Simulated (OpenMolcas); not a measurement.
An OpenMolcas run meant for Ca (ANO-RCC-VQZP, DKH3; inactive shells 1s 2s 2p 3s 3p; intended active space 2 electrons in 4 orbitals (4s 4p)). One step of its input:

```
&CASPT2
Multistate=3 1 2 3
Frozen=2 3
IPEA=-0.25
Imaginary=0.1
MaxIter=60
WThr=0.0 0.3 0.05
PrWF=0.5
NoMix
```

The run finished. Its levels beside those of a sound run (SS-CASPT2, IPEA 0.25 Eh, imaginary shift 0.1 Eh (closed shells correlated: 3s 3p)), in cm⁻¹ above each run's lowest level:

```
     Level  This run  Usual run
   4s² ¹S₀       0.0        0.0
4s 4p ³P°₀     14126      14841
4s 4p ³P°₁     14164      14878
4s 4p ³P°₂     14239      14954
4s 4p ¹P°₁     22406      26584
   4p² ³P₀     40664      40437
   4p² ³P₁     40699      40472
   4p² ³P₂     40768      40538
   4p² ¹D₂     44283      41133
```

Which setting is unsound, and how much does it matter here?

The IPEA shift is negative. Against the sound run the excited levels shown move by 1300 cm-1 on average and by 4200 cm-1 at most.

Over all roots computed the reference weight is 0.86 to 0.94 in this run; the roots of lowest weight are the least certain, and an intruder state may touch them. The ¹D term of p² mixes with s d, which this space lacks. Levels of configurations outside the active space are missing.

° marks odd parity.
